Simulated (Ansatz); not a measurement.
Basis sets compared for anthraquinone (C14H8O2). Total charge 0; singlet. Geometry PBE-D4/def2-SVP. Ansatz on 4 threads of Intel Xeon Platinum 8488C on a shared host; times are rough, and most runs start from earlier orbitals.

```xyz
24

O     1.030   -2.049   -1.463
C     0.564   -1.121   -0.801
C     0.281   -1.270    0.659
C     0.556   -2.502    1.282
C     0.302   -2.673    2.647
C    -0.231   -1.612    3.405
C    -0.507   -0.384    2.794
C    -0.255   -0.203    1.422
C    -0.562    1.122    0.801
O    -1.027    2.050    1.464
C    -0.280    1.271   -0.659
C    -0.556    2.502   -1.282
C    -0.303    2.673   -2.647
C     0.230    1.612   -3.405
C     0.507    0.384   -2.794
C     0.256    0.203   -1.421
H     0.971   -3.310    0.661
H     0.518   -3.638    3.130
H    -0.430   -1.750    4.478
H    -0.924    0.465    3.356
H    -0.971    3.310   -0.661
H    -0.520    3.638   -3.131
H     0.427    1.750   -4.479
H     0.923   -0.465   -3.356
```

Binding counts from free atoms (O triplet, C triplet, H doublet) in the same basis, without a counterpoise term.

```
           level  functions  energy (Eh)  HOMO (eV)  LUMO (eV)  binding per atom (eV)  wall time
 PBE-D4/def2-SVP        264    -687.4987      -5.84      -3.69                   5.85      3.7 s
PBE0-D4/def2-SVP        264    -687.5274      -7.57      -2.99                   5.70      6.5 s
```

Q: Estimate the rows for PBE-D4/def2-TZVP, PBE0-D4/def2-TZVP (with forces).

A: 
| level | functions | energy (Eh) | HOMO (eV) | LUMO (eV) | binding per atom (eV) | wall time |
| --- | --- | --- | --- | --- | --- | --- |
| PBE-D4/def2-TZVP | 544 | -688.2315 | -5.97 | -3.81 | 5.75 | 9 s |
| PBE0-D4/def2-TZVP (with forces) | 544 | -688.2558 | -7.62 | -3.06 | 5.60 | 35 s |
